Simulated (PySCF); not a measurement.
# Relaxation of quintet H₂PdS

These are results of UPBE0 in PySCF with Pd def2-TZVP with ECP28, S def2-TZVP, H def2-TZVP; scalar-relativistic core potentials, no spin–orbit coupling; density-fitted integrals, not measurements. A (50,194) grid was used.

A hand-made T-shaped (ligand arrangement 2) start, of C2v symmetry, held to at least that symmetry:

```xyz
4
charge 0 multiplicity 5, angstrom
Pd    0.0000    0.0000   -0.4830
S     0.0000    0.0000    1.6270
H     1.5191    0.0000   -0.4300
H    -1.5191    0.0000   -0.4300
```

Optimiser trace:
```json
{"step": "0", "E − E(last) (kJ/mol)": "61.07", "largest gradient (Eh/bohr)": "0.05872"}
{"step": "1", "E − E(last) (kJ/mol)": "22.19", "largest gradient (Eh/bohr)": "0.03231"}
{"step": "2", "E − E(last) (kJ/mol)": "5.02", "largest gradient (Eh/bohr)": "0.01132"}
{"step": "3", "E − E(last) (kJ/mol)": "2.70", "largest gradient (Eh/bohr)": "0.00462"}
{"step": "4", "E − E(last) (kJ/mol)": "1.84", "largest gradient (Eh/bohr)": "0.00555"}
{"step": "5", "E − E(last) (kJ/mol)": "0.66", "largest gradient (Eh/bohr)": "0.00452"}
{"step": "6", "E − E(last) (kJ/mol)": "0.15", "largest gradient (Eh/bohr)": "0.00191"}
{"step": "7", "E − E(last) (kJ/mol)": "0.03", "largest gradient (Eh/bohr)": "0.00135"}
{"step": "8", "E − E(last) (kJ/mol)": "0.01", "largest gradient (Eh/bohr)": "0.00075"}
{"step": "9", "E − E(last) (kJ/mol)": "0.00", "largest gradient (Eh/bohr)": "0.00011"}
{"step": "10", "E − E(last) (kJ/mol)": "0.00", "largest gradient (Eh/bohr)": "0.00001"}
```

It ends at C2v with Pd–H 1.657 Å (×2), Pd–S 2.277 Å; H–Pd–H 152.2°, H–Pd–S 76.1° (×2). A frequency run shows 1 imaginary mode, down to 582i cm⁻¹, so it is a saddle point. Other isomers or separated fragments may lie lower.

Final geometry:
```xyz
4
charge 0 multiplicity 5, angstrom
Pd    0.0000    0.0000   -0.5263
S     0.0000    0.0000    1.7506
H     1.6080    0.0000   -0.1281
H    -1.6080    0.0000   -0.1281
```

With open d or f shells other occupations or spin states may lie lower. At this level a singlet minimum of Cs symmetry lies 429 kJ/mol below this structure.

The relaxation took of the order of 50 core-seconds on a shared host.
